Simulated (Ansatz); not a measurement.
Reaction (substitution at a C–C bond): `CCOB(C)F` + `O[CH2][ZnH]` → `CO[CH2][ZnH]` + `COB(C)F`

Isolated molecules relaxed with PBE0-D4/def2-TZVP in Ansatz; ΔE leaves out vibrations. CCSD(T)/CBS adds triple-zeta CCSD(T) − MP2 to the extrapolated MP2 energy (def2 sets, frozen cores). Functionals use def2-TZVPP. B3LYP here is the variant with VWN-RPA as its local correlation; programs differ in this. For Zn outer-core shells are correlated without core-valence functions, which leaves a few kJ/mol of doubt a bond. Scalar relativity is left out up to krypton. One conformer a species, not always the lowest.

| level | ΔE (kJ/mol) | difference from CCSD(T)/CBS |
| --- | --- | --- |
| PBE-D4 | 47.3 | -1.2 |
| r2SCAN-D4 | 47.6 | -0.9 |
| PBE0-D4 | 46.9 | -1.6 |
| B3LYP-D4 | 43.4 | -5.1 |
| ωB97X-V | 43.6 | -4.9 |
| ωB97M-V | 45.9 | -2.6 |
| B2PLYP | 44.6 | -3.9 |
| PBE | 47.4 | -1.1 |
| r2SCAN | 47.5 | -1.0 |
| MP2/def2-TZVPP | 47.5 | -1.0 |
| CCSD/def2-TZVPP | 45.1 | -3.4 |
| CCSD(T)/def2-TZVPP | 45.4 | -3.1 |
| MP2/def2-QZVPP | 49.2 | 0.7 |
| SCS-MP2/def2-QZVPP | 46.2 | -2.3 |
| HF/CBS(def2) | 38.2 | -10.3 |
| CCSD/CBS(def2) | 48.3 | -0.2 |
| CCSD(T)/CBS | 48.5 | 0 |

Largest T1 diagnostic among the species: 0.014.

In def2-TZVPP, CCSD(T) changes the Hartree–Fock value by +6.9 kJ/mol (the triples alone add +0.3 kJ/mol) and MP2 by +8.9 kJ/mol.
